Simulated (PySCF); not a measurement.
Run record: geometry optimisation, `FCOC1=C(F)S[C+](C(F)(F)F)S1`.

Method: PBE0-D3(BJ)/def2-SVP geometry optimisation, gas phase (PySCF 2.14.0). Start geometry: GFN2-xTB. A driver script takes a list of jobs; this job's settings line and coordinates (Å) are shown.

Command:
```bash
OMP_NUM_THREADS=1 python probes_run.py task.json out
```

Input:
```
{"job": {"xc": "PBE0", "basis": "def2-SVP", "d3": "d3bj", "grid": 1, "kind": "geom"}, "charge": 1, "multiplicity": 1}
F      1.993729     1.702458     0.910260
C      2.720079     1.152803    -0.093627
O      2.278167    -0.159995    -0.320323
C      0.984746    -0.430783    -0.366023
S     -0.268786     0.735316    -0.041727
C     -1.534904    -0.366965    -0.271793
C     -2.971376     0.110220    -0.128342
F     -2.988236     1.384461     0.245732
F     -3.625186    -0.606658     0.778222
F     -3.622079     0.003479    -1.283125
S     -1.177957    -1.973012    -0.645058
C      0.523308    -1.700894    -0.641771
F      1.323741    -2.709733    -0.898971
H      3.769266     1.081839     0.213915
H      2.591075     1.785451    -0.984937
```

Output:
```
step   0  E = -1560.36602706  max force = 0.022793
step   1  E = -1560.36841167  max force = 0.009454
step   2  E = -1560.36859909  max force = 0.003289
step   3  E = -1560.36875693  max force = 0.005476
step   4  E = -1560.36903328  max force = 0.002861
step   5  E = -1560.36921074  max force = 0.002491
step   6  E = -1560.36935892  max force = 0.000933
step   7  E = -1560.36938661  max force = 0.000808
step   8  E = -1560.36939255  max force = 0.000527
step   9  E = -1560.36939031  max force = 0.000556
step  10  E = -1560.36939447  max force = 0.000408
optimisation converged
```

Energies in Eh; «max force» is the largest Cartesian gradient component in Eh/bohr.

**Question.** How much energy does the optimisation release, in kJ/mol?

**Answer.** E(step 0) − E(last step) = 0.003367 Eh, which is 8.8 kJ/mol.

In short: final energy -1560.36939 Eh after 10 steps.

**Question.** Where do the atoms end?

**Answer.** 0.212 Å rms from the input after alignment:
```
atom  x, y, z in Å
F1     1.9589    1.9789    0.7543
C2     2.7237    1.1858   -0.0245
O3     2.2421   -0.1415    0.0781
C4     0.9771   -0.4039   -0.1665
S5    -0.3459    0.6552    0.2411
C6    -1.5511   -0.3959   -0.2711
C7    -3.0179    0.0307   -0.2129
F8    -3.0819    1.2398    0.3169
F9    -3.7034   -0.8192    0.5254
F10   -3.5208    0.0518   -1.4315
S11   -1.1016   -1.8960   -0.8644
C12    0.5869   -1.6159   -0.6946
F13    1.4164   -2.5420   -1.0538
H14    3.7548    1.1521    0.3474
H15    2.6587    1.5277   -1.0707
```

**Question.** Estimate the wall time. Hardware: one thread, Arm Neoverse V2 (shared host).

**Answer.** About 4.5 min.
Labels such as C1 count atoms from 1, the log's own numbers from 0.
